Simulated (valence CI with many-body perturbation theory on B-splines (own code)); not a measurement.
Results of a calculation; reference values are marked as such.
## Hyperfine factors and g values of Ag XLI

Level of theory: relativistic CI+MBPT: five valence electrons over a frozen Dirac-Fock core [He], radial functions for each j: 9 s, 9 p, 8 d, 6 f, 3 g, 1 h, with the one-electron correlation potential Σ1, the two-electron term Σ2, the three-electron term Σ3, Breit, model QED; selected CI, second order for the rest (own B-spline code, finite nucleus).

The last digits are not significant, and no measured levels were compared; by estimate large intervals hold to a few tenths of a per cent, small ones and those within an open d or f shell to about a per cent. Among the levels kept, up to 1700 cm⁻¹ of a level comes from second order outside the variational space, and about a tenth of that is noise between levels of different J, which matters for small intervals.

A/g_I is the dipole constant over the nuclear g factor μ/I (μ in nuclear magnetons, uniformly magnetised nucleus), B/Q the quadrupole constant per barn. Both hold the static response of the core; the bare values leave it out. Large factors of s and p1/2 electrons are usually good to 5 to 10 %; those of open d and f shells near neutrality can be off by tens of per cent, and small factors of p3/2, d and f electrons come from cancelling terms and can be off by a factor of two or in sign, in half-filled shells by more. B is blank for J = 1/2, where it vanishes, and for nearly pure S terms. Energies count from the lowest level.

Levels are named by their leading jj configuration (3d3/2^4 stands for four electrons in 3d with j = 3/2), which in mixed levels can hold well under half, so a name can repeat and another be missing. Letters in brackets count levels of one name in rising energy.

| Level | E (× 10³ cm⁻¹) | g | A/g_I (MHz) | A/g_I bare | B/Q (MHz/b) | B/Q bare |
| --- | --- | --- | --- | --- | --- | --- |
| (2s^2 2p1/2^2 2p3/2) J=3/2 | 0.00 | 1.395 | 175000 | 182000 | 316000 | 317000 |
| (2s^2 2p1/2 2p3/2^2) J=3/2 | 1357.7 | 1.428 | 31.3 | 8290 | 71100 | 71300 |
| (2s^2 2p1/2 2p3/2^2) J=5/2 | 1501.3 | 1.186 | 388000 | 391000 | -1690 | -1700 |
| (2s^2 2p1/2 2p3/2^2) J=1/2 | 1703.3 | 0.648 | 1180000 | 1170000 |  |  |
| (2s 2p1/2^2 2p3/2^2) J=5/2 | 2811.3 | 1.502 | 877000 | 874000 | 142000 | 142000 |
| (2s^2 2p3/2^3) J=3/2 | 3068.4 | 1.273 | 199000 | 204000 | -389000 | -390000 |
| (2s 2p1/2^2 2p3/2^2) J=1/2 | 3262.4 | 2.179 | 3480000 | 3430000 |  |  |
| (2s 2p1/2^2 2p3/2^2) J=3/2 | 3273.4 | 1.242 | -424000 | -404000 | -140000 | -140000 |
| (2s 2p1/2 2p3/2^3) J=3/2 [a] | 4325.5 | 1.495 | 795000 | 790000 | -279000 | -279000 |
| (2s 2p1/2 2p3/2^3) J=5/2 | 4548.7 | 1.271 | 1090000 | 1080000 | -501000 | -503000 |
| (2s 2p1/2 2p3/2^3) J=1/2 | 4778.8 | 1.466 | -946000 | -915000 |  |  |
| (2s 2p1/2 2p3/2^3) J=3/2 [b] | 4874.5 | 1.090 | 82800 | 93700 | -14300 | -14400 |
| (2s 2p3/2^4) J=1/2 | 6282.1 | 1.649 | 3510000 | 3460000 |  |  |
| (2p1/2^2 2p3/2^3) J=3/2 | 6485.5 | 1.320 | 178000 | 189000 | -355000 | -356000 |
| (2p1/2 2p3/2^4) J=1/2 | 7983.1 | 0.648 | 1180000 | 1170000 |  |  |
| (2s^2 2p1/2^2 3s) J=1/2 | 27370 | 2.036 | 1020000 | 1010000 |  |  |
| (2s^2 2p1/2^2 3p1/2) J=1/2 | 27810 | 0.661 | 332000 | 329000 |  |  |
| (2s^2 2p1/2^2 3p3/2) J=3/2 | 28300 | 1.336 | 53700 | 55700 | 89700 | 89800 |
| (2s^2 2p1/2^2 3d3/2) J=3/2 | 28741 | 0.925 | 66900 | 67300 | 44200 | 44500 |
| (2s^2 2p1/2 2p3/2 3s) J=3/2 [a] | 28762 | 1.532 | 237000 | 239000 | 199000 | 199000 |
| (2s^2 2p1/2 2p3/2 3s) J=1/2 | 28809 | 1.291 | -410000 | -393000 |  |  |
| (2s^2 2p1/2 2p3/2 3s) J=5/2 | 28863 | 1.323 | 448000 | 448000 | 229000 | 230000 |
| (2s^2 2p1/2 2p3/2 3s) J=3/2 [b] | 28911 | 0.998 | 356000 | 361000 | 176000 | 176000 |
| (2s^2 2p1/2^2 3d5/2) J=5/2 | 28937 | 1.225 | 117000 | 118000 | 50300 | 50600 |
| (2s^2 2p1/2 2p3/2 3p1/2) J=1/2 | 29196 | 1.700 | -183000 | -169000 |  |  |
| (2s^2 2p1/2 2p3/2 3p1/2) J=3/2 [a] | 29237 | 1.147 | 262000 | 265000 | 54800 | 55000 |
| (2s^2 2p1/2 2p3/2 3p1/2) J=5/2 | 29322 | 1.098 | 417000 | 419000 | 271000 | 271000 |
| (2s^2 2p1/2 2p3/2 3p1/2) J=3/2 [b] | 29481 | 1.371 | 273000 | 279000 | 310000 | 310000 |
| (2s^2 2p1/2 2p3/2 3p3/2) J=5/2 [a] | 29629 | 1.429 | 22800 | 27900 | 381000 | 381000 |
| (2s^2 2p1/2 2p3/2 3p3/2) J=1/2 [a] | 29666 | 1.681 | -277000 | -268000 |  |  |
| (2s^2 2p1/2 2p3/2 3p3/2) J=3/2 [a] | 29707 | 1.192 | 343000 | 343000 | -221000 | -222000 |
| (2s^2 2p1/2 2p3/2 3p3/2) J=7/2 | 29757 | 1.250 | 272000 | 274000 | 375000 | 376000 |
| (2s^2 2p1/2 2p3/2 3p3/2) J=3/2 [b] | 29798 | 1.378 | 116000 | 121000 | 68900 | 69100 |
| (2s^2 2p1/2 2p3/2 3p3/2) J=5/2 [b] | 29869 | 1.208 | 383000 | 384000 | 26900 | 27000 |
| (2s^2 2p1/2 2p3/2 3p3/2) J=1/2 [b] | 29964 | 0.675 | 1160000 | 1150000 |  |  |
| (2s 2p1/2^2 2p3/2 3s) J=5/2 | 30018 | 1.681 | 933000 | 928000 | 272000 | 273000 |
| (2s^2 2p1/2 2p3/2 3d3/2) J=3/2 [a] | 30140 | 0.936 | 75600 | 77300 | -175000 | -176000 |
| (2s^2 2p1/2 2p3/2 3d3/2) J=5/2 [a] | 30155 | 0.978 | 188000 | 190000 | -43100 | -43100 |
| (2s 2p1/2^2 2p3/2 3s) J=3/2 [a] | 30156 | 1.559 | 1060000 | 1060000 | 183000 | 183000 |
| (2s^2 2p1/2 2p3/2 3d3/2) J=1/2 [a] | 30165 | 0.227 | 261000 | 252000 |  |  |

(1) Take the isotope of mass number 107, with I = 1/2, μ = -0.11352 μN. What is the hyperfine structure of (2s 2p1/2^2 2p3/2^2) J=5/2?

## Answers

(1) From the table A = -199000 MHz. Shifts from the centre of gravity in MHz: F = 2: 348000, F = 3: -249000.
